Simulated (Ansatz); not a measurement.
Stepwise reaction of `[Br][Ga]([Br])[Br]` with hydrogen chloride, as a gas-phase model of exchange steps in deposition or etching. ΔE in kJ/mol; ΔG adds harmonic PBE0-D4 terms to CCSD(T)/CBS, at 1 bar.

Gas-phase electronic energies from Ansatz, PBE0-D4/def2-TZVP geometries. CCSD(T)/CBS is the MP2 limit (def2-TZVPP, def2-QZVPP) plus CCSD(T) − MP2 in def2-TZVPP, frozen cores. This one scheme is used for every species. Functionals use def2-TZVPP. B3LYP here is the variant with VWN-RPA as its local correlation; programs differ in this. For Br, Ga outer-core shells are correlated without core-valence functions, which leaves a few kJ/mol of doubt a bond. Scalar relativity is left out up to krypton.

```json
{"step": "2", "reaction": "`[Cl][Ga]([Br])[Br]` + HCl → `[Cl][Ga]([Cl])[Br]` + HBr", "PBE-D4": "12.3", "B3LYP-D4": "12.0", "ωB97M-V": "10.9", "CCSD(T)/CBS": "13.1", "ΔG(400 K)": "11.5"}
{"step": "3", "reaction": "`[Cl][Ga]([Cl])[Br]` + HCl → `[Cl][Ga]([Cl])[Cl]` + HBr", "PBE-D4": "12.2", "B3LYP-D4": "11.9", "ωB97M-V": "10.9", "CCSD(T)/CBS": "13.1", "ΔG(400 K)": "15.1"}
```

**Question.** Give the row of step 1, `[Br][Ga]([Br])[Br]` + HCl → `[Cl][Ga]([Br])[Br]` + HBr. (Estimate.)

**Answer.** Ansatz gave: 
| step | reaction | PBE-D4 | B3LYP-D4 | ωB97M-V | CCSD(T)/CBS | ΔG(400 K) |
| --- | --- | --- | --- | --- | --- | --- |
| 1 | `[Br][Ga]([Br])[Br]` + HCl → `[Cl][Ga]([Br])[Br]` + HBr | 12.4 | 12.4 | 11.2 | 13.1 | 7.8 |

**Question.** By hand: ΔE of the 3 steps together at CCSD(T)/CBS.

**Answer.** (13.1) + (13.1) + (13.1) = 39.3 kJ/mol, or 13.1 kJ/mol a step.

In ΔE the steps differ by no more than 0.0 kJ/mol. All are uphill at CCSD(T)/CBS. ΔG lies between 7.8 and 15.1 kJ/mol a step. PBE-D4 differs from CCSD(T)/CBS by -0.9 to -0.7 kJ/mol a step. Isolated molecules leave out the surface, adducts and barriers. Largest T1 diagnostic: 0.011.
